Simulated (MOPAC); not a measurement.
MOPAC input (PM6):

```
PM6 PRECISE GNORM=0.05 LET XYZ CHARGE=-1 GEO-OK AUX(PRECISION=9) THREADS=1
C2H5BF

C     1.33692900 1   -0.65545600 1   -0.46726200 1
B     0.12422100 1   -0.00877700 1   -0.00967500 1
C    -1.38545100 1   -0.49669100 1   -0.27697100 1
F     0.14707700 1    1.18294400 1    0.76099900 1
H     2.33889400 1   -0.28092900 1   -0.25704000 1
H     1.32191000 1   -1.56999200 1   -1.05876300 1
H    -1.41889000 1   -1.41570400 1   -0.87077800 1
H    -1.92411500 1   -0.68829200 1    0.66217600 1
H    -1.97147000 1    0.26518500 1   -0.81081700 1
```

From the output:

```
                                                       MOPAC v23.2.5 Linux

          FINAL HEAT OF FORMATION =        -96.19765 KCAL/MOL =    -402.49097 KJ/MOL

          COSMO AREA              =        102.71 SQUARE ANGSTROMS
          COSMO VOLUME            =         86.12 CUBIC ANGSTROMS

          GRADIENT NORM           =          0.04576          =       0.01525 PER ATOM
          IONIZATION POTENTIAL    =          2.028193 EV
          HOMO LUMO ENERGIES (EV) =         -2.028  7.970
          NO. OF FILLED LEVELS    =         12
          MOLECULAR WEIGHT        =         58.8699         POINT GROUP:  Cs

          MOLECULAR DIMENSIONS (Angstroms)

            Atom       Atom       Distance
            H     9    H     5     4.29381
            H     6    F     4     3.19924
            H     5    H     8     1.73392

          SCF CALCULATIONS        =         24

   ATOM   CHEMICAL          X               Y               Z
  NUMBER   SYMBOL      (ANGSTROMS)     (ANGSTROMS)     (ANGSTROMS)

     1       C          1.32946993  *  -0.64649895  *  -0.46122279  *
     2       B          0.11400434  *  -0.01049824  *  -0.01046382  *
     3       C         -1.39963017  *  -0.49622709  *  -0.27621230  *
     4       F          0.15582438  *   1.15799987  *   0.74457194  *
     5       H          2.28833663  *  -0.25719446  *  -0.24005064  *
     6       H          1.30357684  *  -1.53427107  *  -1.03505227  *
     7       H         -1.35792786  *  -1.40510381  *  -0.86587841  *
     8       H         -1.88475223  *  -0.68882497  *   0.67419025  *
     9       H         -1.93272603  *   0.27707483  *  -0.81799481  *

                             CARTESIAN COORDINATES

   1    C        1.329469926    -0.646498952    -0.461222790
   2    B        0.114004339    -0.010498242    -0.010463820
   3    C       -1.399630171    -0.496227091    -0.276212300
   4    F        0.155824378     1.157999868     0.744571941
   5    H        2.288336632    -0.257194462    -0.240050638
   6    H        1.303576845    -1.534271070    -1.035052269
   7    H       -1.357927863    -1.405103814    -0.865878409
   8    H       -1.884752232    -0.688824968     0.674190255
   9    H       -1.932726029     0.277074828    -0.817994810

           Empirical Formula: C2 H5 B F  =     9 atoms

      MOLECULAR POINT GROUP   :   Cs

                  EIGENVALUES
 -33.56359 -19.48248 -16.44158 -10.96119  -9.57623  -9.50302  -8.91022  -8.50743
  -7.54395  -6.42605  -5.07636  -2.02819   7.97008   8.44515  10.04528  11.11963
  11.12413  11.79036  12.17876  13.15012  13.75864

              NET ATOMIC CHARGES AND DIPOLE CONTRIBUTIONS

  ATOM NO.   TYPE          CHARGE      No. of ELECS.   s-Pop       p-Pop
    1          C          -0.707763        4.7078     1.08852     3.61924
    2          B           0.029758        2.9702     1.01755     1.95269
    3          C          -0.518655        4.5187     1.08137     3.43728
    4          F          -0.355469        7.3555     1.95555     5.39992
    5          H           0.105097        0.8949     0.89490
    6          H           0.101227        0.8988     0.89877
    7          H           0.119223        0.8808     0.88078
    8          H           0.113292        0.8867     0.88671
    9          H           0.113291        0.8867     0.88671
 DIPOLE           X         Y         Z       TOTAL
 POINT-CHG.    -2.205    -0.080     0.019     2.207
 HYBRID        -0.299     0.229     0.158     0.408
 SUM           -2.505     0.149     0.177     2.515

          ATOMIC ORBITAL ELECTRON POPULATIONS

     Atom    s        px        py        pz
    1  C   1.08852   1.07231   1.19454   1.35239
    2  B   1.01755   0.76789   0.59197   0.59284
    3  C   1.08137   1.18972   1.12849   1.11907
    4  F   1.95555   1.98281   1.60600   1.81110
    5  H   0.89490
    6  H   0.89877
    7  H   0.88078
    8  H   0.88671
    9  H   0.88671

 **********************
 *                    *
 * JOB ENDED NORMALLY *
 *                    *
 **********************

 == MOPAC DONE ==
```

The dipole moment of an ion depends on the origin.

The geometry given is a B3LYP-D3(BJ)/def2-TZVP minimum.
